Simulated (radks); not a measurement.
Task: Species: Ho+. Configuration: [Xe] 4f11 6s1. All-electron calculation, Dirac Kohn-Sham, PBE, spin-unpolarised, spherical densities, point nucleus; open shells are shared between the two j in proportion to 2j + 1. Program: a radial shooting solver on a logarithmic mesh with Libxc functionals. Some entries of the table are withheld. Estimate them.

| orbital | occ. | eigenvalue (hartree) | <r^2> (bohr^2) | r(max) (bohr) |
|---|---|---|---|---|
| 1s1/2 | 2 | -2037.510 | 0.0005880 | (1) |
| 2s1/2 | 2 | -340.8098 | 0.009108 | 0.07478 |
| 2p1/2 | 2 | -324.3564 | 0.006582 | 0.05625 |
| 2p3/2 | 4 | -292.8626 | 0.007804 | 0.06237 |
| 3s1/2 | 2 | -76.29989 | (2) | 0.2114 |
| 3p1/2 | 2 | -69.10821 | 0.05588 | 0.1990 |
| 3p3/2 | 4 | -62.52989 | 0.06277 | 0.2118 |
| 3d3/2 | 4 | -50.21361 | 0.04960 | 0.1675 |
| 3d5/2 | 6 | -48.77648 | 0.05152 | 0.1711 |
| 4s1/2 | 2 | -15.26182 | 0.3040 | 0.4842 |
| 4p1/2 | 2 | -12.40723 | 0.3182 | 0.4869 |
| 4p3/2 | 4 | -10.93223 | 0.3564 | 0.5142 |
| 4d3/2 | 4 | -6.23665 | 0.4047 | 0.5181 |
| 4d5/2 | 6 | -5.96908 | 0.4199 | 0.5269 |
| 5s1/2 | 2 | -2.08937 | 1.840 | 1.136 |
| 5p1/2 | 2 | -1.32241 | 2.374 | 1.242 |
| 5p3/2 | 4 | -1.13814 | 2.748 | 1.327 |
| 4f5/2 | 4.71429 | (3) | (4) | 0.5210 |
| 4f7/2 | 6.28571 | (5) | (6) | 0.5264 |
| 6s1/2 | 1 | -0.32891 | 15.21 | 3.194 |

Result: 
(1) 1s1/2 r(max) (bohr): 0.01311
(2) 3s1/2 <r^2> (bohr^2): 0.06027
(3) 4f5/2 eigenvalue (hartree): -0.37439
(4) 4f5/2 <r^2> (bohr^2): 0.9691
(5) 4f7/2 eigenvalue (hartree): -0.33845
(6) 4f7/2 <r^2> (bohr^2): 1.029
